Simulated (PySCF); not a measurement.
Al(Me)(H) (CH4Al), SMILES [CH3][AlH+], charge +1. Atoms are numbered in the order given.

```xyz
6

Al     0.0000     0.0000    -0.7243
C      0.0000     0.0000     1.1745
H      0.8901    -0.5139     1.5504
H     -0.8901    -0.5139     1.5504
H      0.0000     1.0278     1.5504
H      0.0000     0.0000    -2.2821
```
Charge +1, spin multiplicity 1.

The structure is a stationary point at PBE0-D3(BJ)/def2-TZVP. The multiplicity is an assumed one; other spin states were not compared. The isomer is the one that the SMILES or the coordinates give; other isomers of the formula were not compared.

All values below come from PySCF with PBE0-D3(BJ)/def2-TZVP.

Frequencies are harmonic and unscaled.

Modes within 1.5 cm⁻¹ of each other (mostly degenerate sets) share a row, with their intensities summed.

```csv
mode,ν (cm⁻¹),IR (km/mol),Raman (Å⁴/amu),depolarisation,moving atoms (share of kinetic energy)
1–2,365,85.5,0.9,0.75,H 93 %
3,683,15.9,35.5,0.16,"C 53 %, Al 33 %, H 14 %"
4–5,714,180.8,3.3,0.75,"H 78 %, C 17 %"
6,1223,2.0,15.6,0.12,"H 84 %, C 16 %"
7–8,1406,7.6,3.2,0.75,H 96 %
9,2048,11.7,266.6,0.15,H 96 %
10,3039,19.3,165.6,0.00,H 97 %
11–12,3134,28.9,147.5,0.75,"H 91 %, C 9 %"
```
